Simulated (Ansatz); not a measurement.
Born–Oppenheimer molecular dynamics of CH$_{3}$ClMgS (7 atoms, charge 0, multiplicity 1). It starts from a relaxed structure.

The calculation used RKS PBE0/def2-SVP (Ansatz).

- ensemble: NVT, Langevin thermostat
- time step: 0.5 fs
- steps asked: 150
- set temperature: 300 K
- friction: 0.001 /fs
- seed: 330045

First frame:

```xyz
7
Properties=species:S:1:pos:R:3
C -0.440 1.173 -0.091
S 0.619 0.321 1.142
Mg 0.821 -1.817 0.321
Cl 1.038 -3.877 -0.429
H -1.437 0.716 -0.169
H -0.567 2.205 0.264
H 0.027 1.211 -1.085
```

(1) What does the run give?

(2) What happens to the structure?

(3) How do temperature and energy run in time?

Results:

(1) The run went to its last step.

```yaml
steps_done: 150
time_covered: 75 fs
mean_temperature_over_the_second_half: 201 K
spread_of_the_potential_energy_over_the_second_half: 2.6 meV per atom
mean_potential_energy_of_the_second_half_above_the_start: 13.1 meV per atom
```

The mean temperature of the second half is 33 % below the set value. A run of 0.075 ps of so small a system gives no equilibrium averages.

(2) The same pairs are bonded in the first frame and the last. Pairs count as bonded within 1.25 times the sum of covalent radii (0.12 Å more for H–H). The details hang on the random start.

(3) 
```
time (fs)  T (K)  potential energy less start (eV)
      0.0    257                             0.000
      3.5    211                             0.049
      7.0    177                             0.079
     10.5    209                             0.049
     14.0    183                             0.079
     17.5    134                             0.126
     21.0    166                             0.094
     24.5    152                             0.107
     28.0    106                             0.154
     31.5    141                             0.124
     35.0    172                             0.099
     38.5    147                             0.132
     42.0    173                             0.111
     45.5    210                             0.088
     49.0    215                             0.089
     52.5    217                             0.071
     56.0    231                             0.066
     59.5    195                             0.091
     63.0    203                             0.082
     66.5    201                             0.080
     70.0    202                             0.108
     73.5    204                             0.101
```

Run time: 4.7 min on 1 thread of Arm Neoverse V2, on a shared host, peak memory 0.15 GiB.
